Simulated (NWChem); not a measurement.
**Total energies of F₂Si**

```
Si
F 1 1.6269
F 1 1.6269 2 100.02
```
Charge 0, spin multiplicity 1.

All runs are NWChem calculations. The geometry was optimised at PBE0/def2-SVP, a minimum by its harmonic frequencies.

Basis set: cc-pVDZ (46 functions).

```
method   total energy (Ha)
-------  -----------------
RHF             -487.89542
MP2             -488.34949
B2PLYP          -488.99758
PBE             -488.92360
B3LYP           -489.27772
r2SCAN          -489.14823
CCSD(T)         -488.37092
```

Total energies of different functionals aren't comparable as a measure of quality: only differences taken within one method are. 

The correlated methods keep 7 core orbitals frozen. B3LYP has NWChem's definition, with VWN1-RPA local correlation. The structure started from a generated list of species. No row is a measurement; the coupled-cluster row has its own basis-set and correlation limits.
